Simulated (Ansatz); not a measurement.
One change: `C=[CH][Ga]([CH3])[F]` becomes `C[O][Ga]([CH3])[F]`.

Ansatz, PBE0-D4/def2-TZVP geometries, multiplicity 1. Each molecule was computed in one conformer, which needn't be the lowest.

Scalar relativity is left out up to krypton.

```csv
property,`C=[CH][Ga]([CH3])[F]`
HOMO–LUMO gap (ωB97M-V/def2-TZVPP) / eV,10.78
LUMO energy (PBE/def2-TZVPP) / eV,-2.20
LUMO energy (ωB97M-V/def2-TZVPP) / eV,0.53
HOMO energy (PBE0/def2-TZVPP) / eV,-8.06
size of the dipole moment (B3LYP/def2-TZVPP) / D,2.60
LUMO energy (B3LYP/def2-TZVPP) / eV,-1.59
```

(1) What does the change do to each property? (Best estimate.)

## Answers

(1) Computed: 
```csv
property,`C[O][Ga]([CH3])[F]`,shift
HOMO–LUMO gap (ωB97M-V/def2-TZVPP) / eV,11.73,0.95
LUMO energy (PBE/def2-TZVPP) / eV,-1.27,0.93
LUMO energy (ωB97M-V/def2-TZVPP) / eV,1.29,0.76
HOMO energy (PBE0/def2-TZVPP) / eV,-8.02,0.04
size of the dipole moment (B3LYP/def2-TZVPP) / D,3.73,1.13
LUMO energy (B3LYP/def2-TZVPP) / eV,-0.71,0.88
```

Dipoles are sizes alone; their direction can turn.

Positive LUMOs are unbound, so they and the gaps depend on the basis.

B3LYP here is the variant with VWN-RPA as its local correlation; programs differ in this.
